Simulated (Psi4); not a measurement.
Interaction energy of CH2O ··· H3O+ (SMILES C=O and [OH3+]) (charge +1), singlet. Monomers: optimised at B3LYP-D3(BJ) (def2-TZVP), held rigid. Orientation: lowest of the rigid-body minima from ten starts at GFN2-xTB. Only R, the distance of the centres of mass, is varied, so the lowest point isn't the relaxed dimer.

Level of theory: Psi4 1.11 with SAPT0/jun-cc-pVDZ, frozen core.

Components in kJ/mol:

```tsv
R / Å	electrostatics	exchange	induction	dispersion	total
2.82	-158.22	168.46	-125.24	-20.43	-135.42
2.99	-129.34	89.24	-82.13	-13.13	-135.37
3.19	-105.01	41.74	-52.00	-7.97	-123.24
3.41	-86.55	17.90	-33.07	-4.74	-106.47
3.68	-70.68	6.24	-20.33	-2.62	-87.39
4.03	-56.20	1.56	-11.86	-1.31	-67.79
4.47	-43.84	0.27	-6.71	-0.60	-50.88
5.22	-30.77	0.01	-3.11	-0.20	-34.07
6.20	-21.10	0.00	-1.43	-0.06	-22.59
7.51	-14.01	0.00	-0.63	-0.02	-14.66
```
